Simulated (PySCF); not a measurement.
# A ladder of Hamiltonians for Ne(6+) (neon, charge +6)

Occupied: 1s1/2, 2s1/2. Hartree-Fock calculated with PySCF 2.14 in an even-tempered Gaussian basis (20 s from 0.18 bohr⁻², ratio 2.3; 12 p from 0.22 bohr⁻², ratio 2.3), Gaussian nucleus throughout. NR is non-relativistic, sf-X2C the spin-free one-electron X2C Hamiltonian, X2C adds the bare one-electron spin-orbit term, X2C-SNSO screens it by Boettger's factors, DC is four-component Dirac-Coulomb, and the Gaunt and Breit terms are added at first order (total energies over the DC spinors, levels after relaxing the spinors in that mean field). QED terms are absent. Levels marked empty are virtual spinors of this ion.

| Hamiltonian | E (hartree) | E − E(DC) (hartree) | CPU seconds |
| --- | --- | --- | --- |
| NR | -110.1109 | 0.1450 | 0.32 |
| sf-X2C | -110.2489 | 0.0069 | 0.17 |
| X2C | -110.2489 | 0.0069 | 0.17 |
| X2C-SNSO | -110.2489 | 0.0069 | 0.17 |
| DC | -110.2559 | 0.0000 | 3.8 |
| DC+Gaunt | -110.2418 | 0.0141 | 7.5 |
| DC+Breit | -110.2420 | 0.0139 | 72 |

| level (eV) | NR | sf-X2C | X2C | X2C-SNSO | DC | DC+Gaunt | DC+Breit |
| --- | --- | --- | --- | --- | --- | --- | --- |
| 1s1/2 | -1103.1 | -1104.3 | -1104.3 | -1104.3 | -1104.5 | -1104.1 | -1104.1 |
| 2s1/2 | -203.83 | -204.11 | -204.11 | -204.11 | -204.12 | -204.09 | -204.10 |
| 2p1/2 (empty) | -157.21 | -157.24 | -157.39 | -157.36 | -157.36 | -157.32 | -157.33 |
| 2p3/2 (empty) | -157.21 | -157.24 | -157.16 | -157.18 | -157.18 | -157.16 | -157.16 |
| 3s1/2 (empty) | -67.589 | -67.656 | -67.656 | -67.656 | -67.658 | -67.653 | -67.653 |

```tsv
interval (eV)	X2C	X2C-SNSO	DC	DC+Gaunt	DC+Breit
2p3/2 − 2p1/2	0.2223	0.1778	0.1813	0.1639	0.1639
```

Weight of the small component: 1s1/2 0.00125, 2s1/2 0.000220, 2p1/2 0.000196, 2p3/2 0.000196, 3s1/2 6.85e-05.

Koopmans' value for the highest occupied level at DC+Breit: 204.10 eV, against an ionisation energy of 207.27 eV (measured; NIST Atomic Spectra Database, ionization energies); the former lacks relaxation, correlation, QED and recoil.

The whole ladder took 86 s of wall time on 1 thread of Intel(R) Xeon(R) Platinum 8259CL CPU @ 2.50GHz (shared host), launched as `OMP_NUM_THREADS=1 python relrun2.py TASK.json OUT` (a driver that calls PySCF for each Hamiltonian).
